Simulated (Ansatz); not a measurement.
One change: `OBOBF` becomes `OB[O][SnH3]`.

Ansatz, PBE0-D4/def2-TZVP geometries, multiplicity 1. Each molecule was computed in one conformer, which needn't be the lowest.

Elements past krypton have def2 core potentials.

```
                                          property  `OBOBF`
             LUMO energy (ωB97M-V/def2-TZVPP) / eV     1.83
                HOMO energy (PBE0/def2-TZVPP) / eV    -9.55
               HOMO–LUMO gap (PBE/def2-TZVPP) / eV     6.80
             HOMO energy (ωB97M-V/def2-TZVPP) / eV   -11.93
                 LUMO energy (PBE/def2-TZVPP) / eV    -1.17
size of the dipole moment (ωB97M-V/def2-TZVPP) / D     2.01
```

Problem. Give the same properties after the change, and the shifts. (Best estimate.)

Solution. Ansatz gave: 
```csv
property,`OB[O][SnH3]`,shift
LUMO energy (ωB97M-V/def2-TZVPP) / eV,1.08,-0.75
HOMO energy (PBE0/def2-TZVPP) / eV,-8.58,0.97
HOMO–LUMO gap (PBE/def2-TZVPP) / eV,5.99,-0.81
HOMO energy (ωB97M-V/def2-TZVPP) / eV,-10.88,1.05
LUMO energy (PBE/def2-TZVPP) / eV,-1.15,0.02
size of the dipole moment (ωB97M-V/def2-TZVPP) / D,1.54,-0.47
```

With PBE0 the HOMO rises by 0.97 eV and the LUMO falls by 0.23 eV, so the gap narrows by about 1.20 eV. PBE moves the HOMO by 0.83 eV and ωB97M-V by 1.05 eV. Dipoles are sizes alone; their direction can turn.
